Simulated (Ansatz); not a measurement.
Nudged elastic band run: C3H8GeO2

The input (input.yaml):

```yaml
crystal:
  periodic: [false, false, false]
  atoms:
    - { symbol: C, position_ang: [-0.978557, -1.123086, 0.402243] }
    - { symbol: C, position_ang: [0.022723, -0.24338, -0.319521] }
    - { symbol: O, position_ang: [0.351734, -0.754251, -1.582945] }
    - { symbol: C, position_ang: [1.239257, 0.183992, 0.557237] }
    - { symbol: O, position_ang: [1.025686, 1.567592, 0.811814] }
    - { symbol: Ge, position_ang: [-0.368713, 1.708478, -0.346006] }
    - { symbol: H, position_ang: [-1.886365, -1.265708, -0.203128] }
    - { symbol: H, position_ang: [-0.538971, -2.119902, 0.596644] }
    - { symbol: H, position_ang: [-1.270563, -0.701203, 1.375877] }
    - { symbol: H, position_ang: [0.575204, -1.688102, -1.481546] }
    - { symbol: H, position_ang: [1.311202, -0.375358, 1.509526] }
    - { symbol: H, position_ang: [2.170257, 0.0145, -0.016231] }
    - { symbol: H, position_ang: [-1.638633, 2.254301, 0.339287] }
    - { symbol: H, position_ang: [-0.027161, 2.512828, -1.61425] }
basis:
  gaussian: { orbitals: def2-SVP }
hamiltonian:
  xc: pbe0
neb:
  order_check: false
  images: 7
  f_tol: 0.03
  max_iterations: 33
  initial_path: idpp
  final_atoms:
    - { symbol: C, position_ang: [-0.9652891, -1.13334702, 0.39945646] }
    - { symbol: C, position_ang: [0.05284293, -0.25895938, -0.30535068] }
    - { symbol: O, position_ang: [0.47805886, -0.82329494, -1.51612418] }
    - { symbol: C, position_ang: [1.195329, 0.25550755, 0.62208015] }
    - { symbol: O, position_ang: [0.91412906, 1.63957768, 0.79647619] }
    - { symbol: Ge, position_ang: [-0.40162924, 1.67358185, -0.45811017] }
    - { symbol: H, position_ang: [-1.33263168, -0.67030725, 1.32783987] }
    - { symbol: H, position_ang: [-1.82718629, -1.33921649, -0.25298084] }
    - { symbol: H, position_ang: [-0.50864859, -2.10266298, 0.6762411] }
    - { symbol: H, position_ang: [0.7190181, -1.74375564, -1.35058832] }
    - { symbol: H, position_ang: [1.22951506, -0.25641151, 1.6028502] }
    - { symbol: H, position_ang: [2.16577306, 0.09759854, 0.11411507] }
    - { symbol: H, position_ang: [-1.73273809, 2.20529194, 0.1129128] }
    - { symbol: H, position_ang: [0.00055692, 2.42709865, -1.73981665] }
```

Command:

```bash
$ ansatz run input.yaml --threads 2 --pin off --max-ram 3072MiB --backend cpu --events-out ev --progress --plain --runs-dir out
```

Output, in part (warnings, iteration lines, the closing report on the highest movable image, with atoms numbered from 0):

```
NEB end point (image 0): max|allowed force component| = 1.196e-2 eV/Å (the criterion of neb.relax_end_points is 1.000e-2)
NEB end point (image 8): max|allowed force component| = 9.467e-3 eV/Å (the criterion of neb.relax_end_points is 1.000e-2)
NEB iter   1: max|band force component| = 1.267e0 eV/Å  barrier→ = 0.2850 eV  barrier← = 0.2850 eV  Δτ_max = 0.0774 Å  (242 SCF iters)
NEB iter   2: max|band force component| = 5.478e-1 eV/Å  barrier→ = 0.2037 eV  barrier← = 0.2037 eV  Δτ_max = 0.0255 Å  (205 SCF iters)
NEB iter   3: max|band force component| = 7.938e-2 eV/Å  barrier→ = 0.1925 eV  barrier← = 0.1925 eV  CI = image 4  Δτ_max = 0.0148 Å  (208 SCF iters)
NEB iter   4: max|band force component| = 3.667e-2 eV/Å  barrier→ = 0.1908 eV  barrier← = 0.1909 eV  CI = image 4  Δτ_max = 0.0231 Å  (199 SCF iters)
NEB iter   5: max|band force component| = 3.285e-2 eV/Å  barrier→ = 0.1903 eV  barrier← = 0.1903 eV  CI = image 4  Δτ_max = 0.0592 Å  (209 SCF iters)
NEB iter   6: max|band force component| = 8.541e-2 eV/Å  barrier→ = 0.1893 eV  barrier← = 0.1893 eV  CI = image 4  Δτ_max = 0.0295 Å  (201 SCF iters)
NEB iter   7: max|band force component| = 6.466e-2 eV/Å  barrier→ = 0.1885 eV  barrier← = 0.1885 eV  CI = image 4  Δτ_max = 0.0296 Å  (206 SCF iters)
NEB iter   8: max|band force component| = 3.964e-2 eV/Å  barrier→ = 0.1875 eV  barrier← = 0.1875 eV  CI = image 4  Δτ_max = 0.0295 Å  (202 SCF iters)
NEB iter   9: max|band force component| = 3.330e-2 eV/Å  barrier→ = 0.1865 eV  barrier← = 0.1865 eV  CI = image 4  Δτ_max = 0.0296 Å  (203 SCF iters)
NEB iter  10: max|band force component| = 2.487e-2 eV/Å  barrier→ = 0.1856 eV  barrier← = 0.1856 eV  CI = image 4  Δτ_max = 0.0295 Å  (202 SCF iters)
NEB iter  11: max|band force component| = 2.383e-2 eV/Å  barrier→ = 0.1848 eV  barrier← = 0.1848 eV  CI = image 4  Δτ_max = 0.0362 Å  (29 SCF iters)
NEB iter  12: max|band force component| = 3.669e-2 eV/Å  barrier→ = 0.1839 eV  barrier← = 0.1839 eV  CI = image 4  Δτ_max = 0.0591 Å  (29 SCF iters)
NEB iter  13: max|band force component| = 3.768e-2 eV/Å  barrier→ = 0.1830 eV  barrier← = 0.1831 eV  CI = image 4  Δτ_max = 0.0590 Å  (200 SCF iters)
NEB iter  14: max|band force component| = 3.803e-2 eV/Å  barrier→ = 0.1823 eV  barrier← = 0.1823 eV  CI = image 4  Δτ_max = 0.0296 Å  (203 SCF iters)
NEB iter  15: max|band force component| = 4.643e-2 eV/Å  barrier→ = 0.1819 eV  barrier← = 0.1819 eV  CI = image 4  Δτ_max = 0.0148 Å  (204 SCF iters)
NEB iter  16: max|band force component| = 4.713e-2 eV/Å  barrier→ = 0.1818 eV  barrier← = 0.1818 eV  CI = image 4  Δτ_max = 0.0148 Å  (202 SCF iters)
NEB iter  17: max|band force component| = 2.006e-2 eV/Å  barrier→ = 0.1817 eV  barrier← = 0.1817 eV  CI = image 4  Δτ_max = 0.0000 Å  (380 SCF iters)
Total energy: -63824.89255280 eV, -2345.5215392493 hartree
Atom 0 at    -0.921270    -1.246351     0.465028 Å, force     0.000794    -0.000836    -0.000553 eV/Å
Atom 1 at     0.037915    -0.274287    -0.225218 Å, force    -0.002752     0.003089     0.009147 eV/Å
Atom 2 at     0.609427    -0.818792    -1.395791 Å, force     0.001079     0.000892    -0.003039 eV/Å
Atom 3 at     1.092626     0.423780     0.684416 Å, force    -0.002774    -0.005186    -0.007245 eV/Å
Atom 4 at     1.004779     1.803345     0.353901 Å, force    -0.000625     0.003867     0.000594 eV/Å
Atom 5 at    -0.469980     1.593640    -0.687832 Å, force    -0.003883    -0.014214    -0.006355 eV/Å
Atom 6 at    -1.970074    -0.914665     0.432145 Å, force     0.000090     0.000131    -0.000026 eV/Å
Atom 7 at    -0.884236    -2.220125    -0.047099 Å, force     0.000312     0.000300     0.000321 eV/Å
Atom 8 at    -0.664757    -1.406089     1.523745 Å, force    -0.000076    -0.000278     0.000479 eV/Å
Atom 9 at     1.169098    -1.562808    -1.137914 Å, force     0.000582     0.000737     0.000630 eV/Å
Atom 10 at     0.872716     0.264962     1.757757 Å, force    -0.000299     0.000799     0.000517 eV/Å
Atom 11 at     2.109153     0.033411     0.482856 Å, force     0.001722     0.001242     0.001635 eV/Å
Atom 12 at    -1.729479     2.215088    -0.044385 Å, force     0.003961     0.004223     0.001569 eV/Å
Atom 13 at    -0.268818     2.079593    -2.132607 Å, force     0.001872     0.005234     0.002327 eV/Å
Dipole moment:    -0.225577    -0.450864     0.086865 e Å
```

The run converged. The band force fell under the threshold earlier too, but the program's further tests of the path sent the band on. A vibrational analysis at the climbing image gives one clearly imaginary mode, 257i cm⁻¹: a first-order saddle point.

Final band (atoms are numbered from 1 in the order of the input):

```json
{"image": "0", "path coordinate (Å)": "0.00", "energy (kJ/mol)": "0.0", "dihedral H7–C1–C2–Ge6 (°)": "76"}
{"image": "1", "path coordinate (Å)": "0.57", "energy (kJ/mol)": "0.7", "dihedral H7–C1–C2–Ge6 (°)": "72"}
{"image": "2", "path coordinate (Å)": "1.13", "energy (kJ/mol)": "5.7", "dihedral H7–C1–C2–Ge6 (°)": "54"}
{"image": "3", "path coordinate (Å)": "1.70", "energy (kJ/mol)": "13.7", "dihedral H7–C1–C2–Ge6 (°)": "34"}
{"image": "4", "path coordinate (Å)": "2.27", "energy (kJ/mol)": "17.5", "dihedral H7–C1–C2–Ge6 (°)": "15"}
{"image": "5", "path coordinate (Å)": "2.85", "energy (kJ/mol)": "13.5", "dihedral H7–C1–C2–Ge6 (°)": "-4"}
{"image": "6", "path coordinate (Å)": "3.43", "energy (kJ/mol)": "5.4", "dihedral H7–C1–C2–Ge6 (°)": "-24"}
{"image": "7", "path coordinate (Å)": "4.01", "energy (kJ/mol)": "0.6", "dihedral H7–C1–C2–Ge6 (°)": "-42"}
{"image": "8", "path coordinate (Å)": "4.59", "energy (kJ/mol)": "0.0", "dihedral H7–C1–C2–Ge6 (°)": "-45"}
```

Time of the run: 11 min on 2 threads of Arm Neoverse V1, with other jobs on the host, peak memory 0.45 GiB.
